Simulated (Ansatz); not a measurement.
`[NH2][Mo]([NH2])(=[O])=[O]` + HCl → `[NH2][Mo](=[O])(=[O])[Cl]` + NH₃ at 600 K and 1 bar (ligand exchange at a Mo–N bond).

Calculated with Ansatz (gas phase, PBE0-D4/def2-TZVP geometries, no zero-point term in ΔE). CBS: MP2 limit from def2 TZ/QZ plus the TZ coupled-cluster correction, frozen cores. This one scheme is used for every species. def2 core potentials past Kr. For Mo outer-core shells are correlated without core-valence functions, which leaves a few kJ/mol of doubt a bond. One conformer a species, not always the lowest.

| species | CCSD(T)/CBS energy (Eh) | H − E (kJ/mol) | S (J/(mol·K)) |
| --- | --- | --- | --- |
| `[NH2][Mo]([NH2])(=[O])=[O]` | -330.42567 | 212.2 | 434.5 |
| HCl | -460.38127 | 35.4 | 207.2 |
| `[NH2][Mo](=[O])(=[O])[Cl]` | -734.32634 | 142.0 | 420.1 |
| NH₃ | -56.50880 | 112.4 | 219.5 |

H − E and S are ideal-gas, rigid-rotor, harmonic terms from PBE0-D4/def2-TZVP, for one conformer and one mirror image of each species. 1 Eh = 2625.50 kJ/mol, R = 8.31446 J/(mol·K).

**Question.** By hand: ΔE, ΔH, ΔS and ΔG.

**Answer.** ΔE = (-734.32634) + (-56.50880) − (-330.42567) − (-460.38127) = -0.02820 Eh = -74.0 kJ/mol. Δ(H − E) = 142.0 + 112.4 − 212.2 − 35.4 = 6.8, so ΔH = -67.2 kJ/mol. ΔS = 420.1 + 219.5 − 434.5 − 207.2 = -2.1 J/(mol·K). ΔG = -67.2 − 600 × (-2.1)/1000 = -65.9 kJ/mol.

**Question.** By hand: the equilibrium constant, and the temperature at which ΔG would vanish if ΔH and ΔS stayed fixed.

**Answer.** log₁₀ K = −ΔG/(RT ln 10) = 5.7. ΔG = 0 at ΔH/ΔS = 32000 K, far beyond where these terms or the molecules hold.

The number of gas molecules stays the same, so ΔS is small and ΔH decides. A doubt of 5 kJ/mol in ΔE shifts log₁₀ K by 0.4 here. Other conformers and mirror images would add mixing entropy, several J/(mol·K) or more a flexible species. These are equilibria of isolated gas molecules and say nothing of rates. Largest T1 diagnostic: 0.024 (customary marks: 0.02 for closed shells, 0.045 for open ones).
